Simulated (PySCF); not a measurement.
Krypton: a sound run and one with changed settings

Sound run: Kr⁺ [Ar] 3d10 4s2 4p5, Kr²⁺ [Ar] 3d10 4s2 4p4. Computed with PySCF 2.14 in cc-pVTZ-PP with ECP10MDF, with scalar relativity through the core potential. In the sound run the correlated levels freeze 3s2 3p6 3d10 outside the core potential. The sound run starts from symmetry-adapted Hartree-Fock orbitals and uses a fine grid where one is needed.

Changed run: a valence shell is frozen. This setting is unsound on purpose.

```csv
species,method,sound run (hartree),changed run (hartree),converged
Kr⁺,MP2,-461.85577,-461.80274,yes
Kr⁺,CCSD(T),-461.87960,-461.81341,yes
Kr²⁺,MP2,-460.97051,-460.91185,yes
Kr²⁺,CCSD(T),-460.99319,-460.92076,yes
```

Ionisation energy of Kr⁺:

| method | sound run (eV) | changed run (eV) |
| --- | --- | --- |
| UHF | 23.269 | 23.269 |
| MP2 | 24.089 | 24.242 |
| SCS-MP2 | 24.086 | 24.304 |
| CCSD | 24.092 | 24.253 |
| CCSD(T) | 24.120 | 24.290 |

Freezing a valence shell removes pair correlation that changes on ionisation.

For comparison, NIST gives 24.360 eV between the lowest levels.
